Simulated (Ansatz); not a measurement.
The cluster Si₄N₄O₂⁻. Total charge -1; doublet. Geometry PBE0-D4/def2-SVPD; atoms count from 1.

```xyz
10

Si   -1.479    0.412   -0.055
Si   -1.275   -1.242    1.764
Si    1.410    0.979   -1.902
Si    0.985    0.300    0.276
N     2.397    0.721   -0.490
N    -2.327   -0.954    0.470
N    -0.098    0.481   -1.142
N    -0.118    0.080    1.482
O    -1.181   -2.247    2.930
O     1.687    1.469   -3.333
```

The structure comes from a short search, and lower isomers may exist.

Problem. Estimate the Mulliken populations from the PBE0/def2-SVP orbitals of Ansatz.

Solution. 
```
atom  charge (e)  spin (α − β)
 Si1        0.46          0.66
 Si2        0.66          0.04
 Si3        0.69          0.00
 Si4        0.63          0.02
  N5       -0.54          0.04
  N6       -0.56          0.14
  N7       -0.65          0.08
  N8       -0.65          0.00
  O9       -0.54          0.02
 O10       -0.51          0.00
```
Mulliken values depend strongly on the basis.

Problem. Where does the spin sit?

Solution. Summed by element: Si 0.72, N 0.26, O 0.02, of 1 unpaired in all. Largest on single atoms: Si1 0.66, N6 0.14, N7 0.08.

Problem. And the Mayer bond orders between heavy atoms (over 0.3)?

Solution. Si1–N6 1.44 (1.69 Å); Si1–N7 0.97 (1.76 Å); Si1–N8 0.54 (2.08 Å); Si2–N6 1.30 (1.69 Å); Si2–N8 0.83 (1.78 Å); Si2–O9 2.04 (1.54 Å); Si3–N5 1.15 (1.74 Å); Si3–N7 0.88 (1.76 Å); Si3–O10 2.08 (1.54 Å); Si4–N5 1.56 (1.66 Å); Si4–N7 0.86 (1.79 Å); Si4–N8 1.37 (1.65 Å).
